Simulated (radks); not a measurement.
The numbers below are computed, except where a source is named.
Question: Numerical settings for the samarium ion Sm+, [Xe] 4f6 6s1. Code: a radial shooting solver on a logarithmic mesh with Libxc functionals. Model: scalar-relativistic Kohn-Sham, PBE, spin-polarised, spherical densities, point nucleus; open shells are filled with parallel spins first (spin-orbit coupling, left out, can overturn this in heavy ions). The defaults (mesh step 0.008 in ln r, mesh end at 40 bohr or more with all orbitals vanishing there, Anderson mixing 0.5 over 9 steps, residual threshold near 1e-9 with the energy settled to 1e-9 hartree or 1e-11 of itself, here a cap of 67 iterations) give E = -10427.2286 hartree and 6s at -8.801 eV in 15 iterations. Run on one thread of a shared host, so times are rough (Intel(R) Xeon(R) 6975P-C): 0.26 s of CPU time, 0.26 s wall, 15 iterations on 2648 mesh points. One setting is changed at a time: mesh step in ln r 0.05; mesh step in ln r 0.005; mesh step in ln r 0.02; mesh end (bohr) 3; mesh end (bohr) 1; residual threshold 1e-16; residual threshold 0.01; mixing 2.5; linear mixing, mixing 0.2; linear mixing, mixing 0.8; mixing history 20; iteration cap 3. Which runs fail to converge, and which converge to a wrong energy?

Answer: Not converged within the cap: residual threshold 1e-16; linear mixing, mixing 0.2; linear mixing, mixing 0.8; iteration cap 3. Settled on a wrong energy, with an occupied level pushed above zero by the early mesh end: mesh end (bohr) 3 (+2.21 hartree); mesh end (bohr) 1 (+308 hartree). Apart from these: no run marked as converged misses the energy by more than 1 mhartree.
